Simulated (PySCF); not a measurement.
Species: [NiI4]2- (charge -2 and triplet state).
Bonds: Ni1–I2, Ni1–I3, Ni1–I4, Ni1–I5.
The ion is multiply charged and has no counter-ions or solvent; whether it holds all its electrons wasn't checked.

Method: PySCF 2.14.0, PBE0-D3(BJ)/def2-SVP geometry optimisation, gas phase, def2 core potentials past Kr; unrestricted, density fitting, grid level 1; the optimiser is geomeTRIC in internal coordinates, started from a GFN2-xTB structure with every atom displaced at random (about 0.03 Å).

Step 0: E = -73443.9241 eV
```
atom  x, y, z in Å  |  force x, y, z in eV/Å
Ni1     0.0729   -0.0499    0.0265   -1.074  -0.134  -0.134
I2     -0.0015   -0.0242    2.5766    0.076   0.079   0.713
I3      2.3667    0.0088   -0.8945    1.288   0.073  -0.398
I4     -1.1175    2.1258   -0.8487   -0.107   0.309  -0.045
I5     -1.2457   -2.1710   -0.9220   -0.182  -0.326  -0.136
```

**Question.** Estimate the geometry and energy of step 1. (The exact step hangs on the optimiser's Hessian estimate; all steps are aligned on step 0, rigid shifts and turns removed.)

**Answer.** E = -73444.0928 eV, largest force 0.396 eV/Å
```
atom  x, y, z in Å  |  force x, y, z in eV/Å
Ni1     0.0395   -0.0622    0.0109   -0.371  -0.058  -0.124
I2      0.0030   -0.0037    2.6495    0.062   0.035   0.109
I3      2.4808    0.0204   -0.9181    0.257   0.020  -0.020
I4     -1.1477    2.1762   -0.8505    0.033   0.009   0.033
I5     -1.3007   -2.2413   -0.9539    0.019  -0.006   0.001
```

The energy changes by -0.1687 eV. The first-order estimate −F·Δx gives -0.3070 eV and the mean of the old and new forces, exact on a quadratic surface, -0.1798 eV. The step makes an angle of 31° with the force vector and moves no atom by more than 0.117 Å.

The cost below is that of the whole optimisation. Time: 7.8 min; peak memory 0.66 GiB. Hardware: Arm Neoverse V1, one thread, shared host.
